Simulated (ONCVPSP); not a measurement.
## V: one change to an ONCV potential, before and after

| Property | Result |
| --- | --- |
| Element | vanadium |
| Generator | ONCVPSP 4.0.1 |
| Type | optimised norm-conserving Vanderbilt (ONCV) |
| Functional | PBE |
| Relativity | scalar-relativistic |
| Frozen core | [Ne] |
| Valence charge | 13 |
| Reference configuration | 3s2 3p6 3d3 (charge +2) |
| Partial waves | 3s: rc 1.15 bohr, ncon 4, nbas 7, qcut 8.9 1/bohr, 2 projectors, debl 1.3 Ha; 3p: rc 1.45 bohr, ncon 4, nbas 7, qcut 9.1 1/bohr, 1 projector; 3d: rc 1.30 bohr, ncon 4, nbas 9, qcut 11.6 1/bohr, 2 projectors, debl 0.3 Ha |
| Local potential | polynomial inside 1.15 bohr (lpopt 5, dvloc0 0 Ha) |
| Core correction | Teter function fitted to the true core (icmod 2), fcfact 0.25 |

In the s channel the program set the typed energies aside and used -3.189, 0.250 Ha. In the d channel the program set the typed energies aside and used -0.783, 0.250 Ha.

Change: p: rc 1.88.

Cutoffs: the cutoffs (Ha) at which the residual kinetic energy of the hardest occupied pseudo-wave falls to 1 and 0.1 mHa per electron; they do not see the model core or the augmentation charge, which bear on the density cutoff. Errors are all-electron minus pseudo energies relative to the spin-unpolarised reference configuration.

Question: What does the change do?

Answer: The potential gets neither clearly harder nor softer (51 Ha and 58 Ha → 51 Ha and 58 Ha); of the 4 tests that both files solve, the error grows in 0 and shrinks in 1 by more than 15 % and 0.3 meV (median size 11.3 → 2.4 meV); neither file shows a bound ghost.

| quantity | base | changed |
| --- | --- | --- |
| cutoff, loose | 51 Ha | 51 Ha |
| cutoff, tight | 58 Ha | 58 Ha |
| loose cutoff by channel | s 34 Ha, p 24 Ha, d 51 Ha | s 34 Ha, p 22 Ha, d 51 Ha |
| bound ghosts | none | none |
| GHOST(+) flags under 300 eV | none | none |
| error for 3s2 3p6 3d3 4s2, meV [ΔE -22.03 eV] | +2.3 | +2.2 |
| error for 3s2 3p6 3d3 4s1, meV [ΔE -14.30 eV] | +1.1 | +1.1 |
| error for 3s2 3p6 3d2, meV [ΔE 28.90 eV] | +20 | +17 |
| error for 3s2 3p6 3d3 4p2, meV [ΔE -15.18 eV] | +21 | +2.6 |
| s: phases at 1.17 bohr within 0.05 rad from the reference energy up to (Ha; the scan ends near 5) | to the end of the scan | to the end of the scan |
| d: phases at 1.32 bohr within 0.05 rad from the reference energy up to (Ha; the scan ends near 5) | to the end of the scan | to the end of the scan |
| rms error of d²Exc/dni dnj with the model core, mHa | 1.48 | 1.47 |
